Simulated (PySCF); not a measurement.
# Working out the ionisation energy of Sc

Sc [Ar] 3d1 4s2 (2D) → Sc⁺ [Ar] 3d1 4s1 (3D). All numbers are calculated (PySCF 2.14, the spin-free X2C one-electron Hamiltonian (Gaussian nucleus), in x2c-QZVPPall). Frozen: [Ne]. Energies in hartree (1 hartree = 27.21139 eV):

| part | Sc (lower) | Sc⁺ (upper) |
| --- | --- | --- |
| UHF | -763.296437 | -763.098423 |
| MP2 opposite-spin | -0.205232 | -0.174307 |
| MP2 same-spin | -0.074075 | -0.069170 |

Question: What does Hartree-Fock give?

Answer: (-763.098423) − (-763.296437) = 0.198014 hartree = 5.388 eV.

Question: What do MP2 and SCS-MP2 (6/5 opposite-spin, 1/3 same-spin) give?

Answer: The opposite-spin parts differ by 0.842 eV and the same-spin parts by 0.133 eV. MP2: 5.388 + (0.842) + (0.133) = 6.363 eV. SCS-MP2: 5.388 + 1.2 × (0.842) + (0.133)/3 = 6.443 eV.

Measured between the centres of the two terms (NIST): 6.562 eV, so MP2 (valence and next inner shell) is off by -0.199 eV.

What remains against the reference includes basis incompleteness, the frozen core and correlation beyond second order.
